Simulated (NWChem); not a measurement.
# SiH2O2F2; SMILES F[Si](O)(F)O

```xyz
7

O      1.0807     0.7529     0.9768
Si     0.0000     0.0000     0.0254
O     -1.0807    -0.7529     0.9768
F      0.7636    -1.0183    -0.9577
F     -0.7636     1.0183    -0.9577
H      1.9660     0.8873     0.6276
H     -1.9660    -0.8873     0.6276
```
Atoms are numbered in this order, from 1.

All runs: NWChem. Pople sets run with spherical d functions. Medium grid unless said otherwise, to which SCAN and Minnesota functionals are sensitive. All runs use the structure optimised with PBE0/def2-SVP. B3LYP is NWChem's, with the RPA form of VWN correlation. Total energies of different functionals are on different scales.

```csv
level,energy (Ha),highest occupied level (eV),orbital gap (eV),dipole (D)
B3LYP/6-31G*,-641.0316,[?],[?],0.38
PBE/6-31G*,-640.5129,-7.88,7.71,0.36
LRC-wPBEh/6-31G*,-640.5820,-11.76,14.34,0.40
M06-L/6-31G*,-640.9747,-8.39,8.96,0.36
PW91/6-31G*,-640.8904,-7.96,7.64,0.35
revPBE/6-31G*,-640.8221,-7.84,7.76,0.36
OLYP/6-31G*,-640.9047,-7.81,7.64,0.33
"LC-wPBE (HJS exchange hole, range parameter 0.4 per bohr)/6-31G*",-640.6760,-12.77,16.08,0.46
```

Q: Fill in the missing entries.

A: 
- B3LYP/6-31G*, highest occupied level (eV): -9.48
- B3LYP/6-31G*, orbital gap (eV): 9.93
